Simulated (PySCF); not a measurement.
HfBr3, SMILES [Hf]([Br])([Br])[Br] (connectivity only; charge and spin as stated), neutral, multiplicity 2.

Geometry: B3LYP-D3(BJ)/def2-SVP. The spin state was assumed, not searched. The def2 effective core potentials stand for the cores of Hf; spin–orbit coupling is left out.

All values below come from TDA-M06-2X/def2-SVPD in PySCF.

Vertical excitations; the highest root listed may be one member of a degenerate set. Isolated molecule, no solvent.

Q: Estimate the UV-visible absorptions. (An estimate is asked for; the answer gives what the named calculation found.)

A: 
```tsv
state	energy (eV)	λ (nm)	f	main pairs
root 1	1.05	1186	0.000	α HOMO→LUMO (degenerate set)
root 2	1.05	1186	0.000	α HOMO→LUMO+1 (degenerate set)
root 3	2.09	594	0.001	α HOMO→LUMO+2 98 %
root 4	2.09	593	0.001	α HOMO→LUMO+3 98 %
root 5	3.74	332	0.000	β HOMO→LUMO 99 %
root 6	4.21	295	0.000	β HOMO−4→LUMO (degenerate set)
root 7	4.21	295	0.000	β HOMO−5→LUMO (degenerate set)
root 8	4.47	278	0.000	β HOMO−2→LUMO 98 %
root 9	4.47	277	0.000	β HOMO−3→LUMO 98 %
root 10	4.69	264	0.133	α HOMO→LUMO+4 90 %, β HOMO−1→LUMO 6 %
```
Unrestricted roots are not spin-pure.
